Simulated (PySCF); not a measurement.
Compound: H8N2SiSn.
Atom-mapped SMILES: `[SiH3:1][NH:2][NH:3][SnH3:4]` (hydrogens: H5, H6, H7 on Si1; H8 on N2; H9 on N3; H10, H11, H12 on Sn4)

Method: PBE0-D3(BJ)/def2-SVP geometry optimisation, gas phase, def2 core potentials past Kr in PySCF 2.14.0; density fitting, grid level 1; the optimiser is geomeTRIC in internal coordinates, started from a GFN2-xTB structure with every atom displaced at random (about 0.01 Å).

Step 6: E = -16806.2922 eV
```
atom  x, y, z in Å  |  force x, y, z in eV/Å
Si1    -1.8546    0.1281    0.3047    0.009  -0.024  -0.005
N2     -0.7323   -0.1218   -0.9928    0.082   0.047  -0.009
N3      0.5267   -0.7051   -0.8338   -0.072   0.032   0.066
Sn4     1.9755    0.1833    0.3289   -0.002  -0.001  -0.014
H5     -3.1194    0.6331   -0.3093    0.001   0.008   0.001
H6     -2.0888   -1.1582    1.0317   -0.019  -0.002  -0.004
H7     -1.3884    1.1216    1.3318    0.012  -0.012   0.006
H8     -0.8358    0.3659   -1.8773   -0.024  -0.041  -0.020
H9      0.4635   -1.7201   -0.7956    0.022  -0.002  -0.014
H10     2.1236    1.7750   -0.2815   -0.001  -0.006   0.007
H11     3.3905   -0.7507    0.0803   -0.011  -0.004  -0.003
H12     1.5801    0.2204    2.0049    0.005   0.005  -0.011
```

Step 7: E = -16806.2977 eV
```
atom  x, y, z in Å  |  force x, y, z in eV/Å
Si1    -1.8699    0.1104    0.2990   -0.066   0.036   0.012
N2     -0.7306   -0.1114   -0.9843    0.055   0.046   0.046
N3      0.5199   -0.6928   -0.7930    0.004   0.017   0.000
Sn4     1.9932    0.2049    0.3250   -0.014  -0.015   0.018
H5     -3.1097    0.6749   -0.3164    0.000  -0.006   0.002
H6     -2.1609   -1.1913    0.9770   -0.010  -0.006  -0.001
H7     -1.3917    1.0535    1.3667    0.020  -0.024   0.005
H8     -0.8372    0.3472   -1.8831   -0.008  -0.030  -0.043
H9      0.4665   -1.7077   -0.7578    0.011  -0.036  -0.024
H10     2.1547    1.7862   -0.3109    0.002  -0.023   0.009
H11     3.3785   -0.7714    0.0612   -0.012   0.028   0.008
H12     1.6280    0.2689    2.0087    0.018   0.014  -0.033
```

Step 8: E = -16806.3015 eV
```
atom  x, y, z in Å  |  force x, y, z in eV/Å
Si1    -1.8866    0.0971    0.2948   -0.078   0.045   0.017
N2     -0.7272   -0.1022   -0.9726    0.025   0.061   0.066
N3      0.5145   -0.6859   -0.7561    0.066  -0.018  -0.024
Sn4     2.0084    0.2221    0.3217   -0.036  -0.025   0.014
H5     -3.0972    0.7237   -0.3191   -0.002  -0.011   0.000
H6     -2.2392   -1.2161    0.9210   -0.008  -0.006  -0.002
H7     -1.3909    0.9809    1.4038    0.019  -0.024  -0.001
H8     -0.8378    0.3219   -1.8879    0.001  -0.025  -0.032
H9      0.4714   -1.7017   -0.7331   -0.005  -0.024  -0.021
H10     2.1758    1.7912   -0.3402    0.005  -0.013  -0.001
H11     3.3746   -0.7778    0.0502    0.002   0.028   0.009
H12     1.6748    0.3182    2.0094    0.011   0.012  -0.026
```

Step 9: E = -16806.3056 eV
```
atom  x, y, z in Å  |  force x, y, z in eV/Å
Si1    -1.9101    0.0797    0.2919   -0.059   0.024   0.015
N2     -0.7186   -0.0869   -0.9505   -0.009   0.092   0.070
N3      0.5103   -0.6807   -0.7097    0.083  -0.091  -0.046
Sn4     2.0270    0.2410    0.3134   -0.013   0.003   0.015
H5     -3.0752    0.7932   -0.3149   -0.005  -0.010  -0.003
H6     -2.3504   -1.2457    0.8350   -0.004  -0.002  -0.005
H7     -1.3929    0.8677    1.4600    0.010  -0.014  -0.008
H8     -0.8307    0.2966   -1.8838   -0.003  -0.021  -0.014
H9      0.4744   -1.6974   -0.7031   -0.017  -0.001  -0.016
H10     2.2004    1.7879   -0.3957    0.007  -0.001  -0.011
H11     3.3773   -0.7804    0.0480    0.016   0.016   0.009
H12     1.7292    0.3964    2.0014   -0.005   0.004  -0.007
```

Task: Estimate the geometry and energy of step 10. (The exact step hangs on the optimiser's Hessian estimate; all steps are aligned on step 9, rigid shifts and turns removed.)

Result: E = -16806.3093 eV, largest force 0.141 eV/Å
```
atom  x, y, z in Å  |  force x, y, z in eV/Å
Si1    -1.9331    0.0624    0.2920   -0.025  -0.011  -0.001
N2     -0.7076   -0.0663   -0.9234   -0.017   0.104   0.074
N3      0.5078   -0.6796   -0.6685    0.078  -0.108  -0.047
Sn4     2.0464    0.2570    0.3020   -0.013   0.015  -0.008
H5     -3.0509    0.8599   -0.2989   -0.006  -0.001   0.000
H6     -2.4569   -1.2697    0.7401    0.003  -0.001  -0.004
H7     -1.4011    0.7433    1.5172   -0.002   0.003  -0.010
H8     -0.8219    0.2812   -1.8709   -0.007  -0.020   0.001
H9      0.4700   -1.6964   -0.6783   -0.016   0.018  -0.004
H10     2.2289    1.7747   -0.4653    0.008   0.006  -0.017
H11     3.3896   -0.7793    0.0624    0.018  -0.001   0.005
H12     1.7694    0.4842    1.9835   -0.021  -0.004   0.010
```

The energy changes by -0.0037 eV. The first-order estimate −F·Δx gives -0.0049 eV and the mean of the old and new forces, exact on a quadratic surface, -0.0035 eV. The step makes an angle of 84° with the force vector and moves no atom by more than 0.145 Å.

The cost below is that of the whole optimisation. On Arm Neoverse V2, one thread, shared host with 192 logical CPUs at a one-minute load of 20, this took 94 s and 0.48 GiB of memory at its peak.
